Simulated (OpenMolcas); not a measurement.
A calculation on K.

```
Program             : OpenMolcas
Method              : XMS-CASPT2, IPEA 0.25 Eh, imaginary shift 0.1 Eh (closed shells correlated: 3s 3p)
Basis               : ANO-RCC-VTZP [6s5p2d1f]
Scalar Hamiltonian  : DKH2, point nucleus
Active space        : 1 electron in 9 orbitals (3d 4s 4p)
State averaging     : 2S+1 = 2 even, 1 root; 2S+1 = 2 odd, 3 roots
Spin-orbit coupling : state interaction with AMFI integrals over the reference wave functions, term energies averaged over their components
```

(1) Which level of the active space comes out lowest?

(2) How high does 4p ²P°_1/2 lie?

(3) How high does 4p ²P°_3/2 lie?

Measured values: NIST Handbook of Basic Atomic Spectroscopic Data.

## Answers

(1) 4s ²S_1/2, with 100 % of that term; it is also the measured ground level.

(2) 12969 cm⁻¹ above the lowest level; measured 12985 cm⁻¹ above the ground level, so the calculation is off by 0 %.

(3) 13006 cm⁻¹ above the lowest level; measured 13043 cm⁻¹ above the ground level, so the calculation is off by 0 %.

ANO sets are built for ground and valence states and can reach diffuse excited orbitals poorly. With one active electron, CASPT2 adds the correlation within the correlated inactive shells and between them and that electron, and leaves the splitting within a term as the reference gives it. No level of 3d was computed, though it lies in the active space. Computed and measured levels are paired by configuration, term and J; levels that our copy of the source lacks, or whose pairing is in doubt (as where it misses far off the trend of its configuration), stay unpaired and out of the deviations. Levels of configurations outside the active space are missing.

° marks odd parity.
